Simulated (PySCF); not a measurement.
## How the method changes the constants of IF⁺

State: ²Π (doublet), unpaired electrons π ↑. Set-up: PySCF, scalar-relativistic core potentials, basis sets I def2-SVP with ECP28, F def2-SVP. De refers to I⁺ + F in their high-spin ground configurations, without counterpoise correction. The functionals are run spin-unrestricted. A positive dipole points towards F; it is taken about the centre of mass and depends on that origin. Levels whose curve was spin-contaminated or gave no clean fit are not listed.

| Level | Re (Å) | ωe (cm⁻¹) | De (eV) | μ (D) |
| --- | --- | --- | --- | --- |
| PBE | 1.907 | 665 | 3.13 | -1.92 |
| BLYP | 1.920 | 647 | 3.06 | -1.93 |
| r²SCAN | 1.890 | 692 | 2.60 | -2.09 |
| PBE0 | 1.877 | 715 | 2.42 | -2.24 |
| MN15 | 1.870 | 726 | 2.40 | -2.38 |
| M06-2X | 1.872 | 733 | 1.93 | -2.53 |
| LC-ωPBE | 1.864 | 747 | 2.41 | -2.33 |

The bond length runs from 1.864 Å (LC-ωPBE) to 1.920 Å (BLYP). De spans 1.93 eV (M06-2X, hybrid meta-GGA) to 3.13 eV (PBE, GGA).

Spin–orbit coupling is left out, which matters for elements this heavy, above all for dissociation energies. For an ion De counts to the pair picked by the measured ionisation energies or electron affinities, which need not be the lowest pair at this level. Counting both spins, an empty level lies below a filled one in some of these solutions, because spin and occupation are held. The state is the lowest determinant that a PBE0 search found; another state may lie lower at other levels.
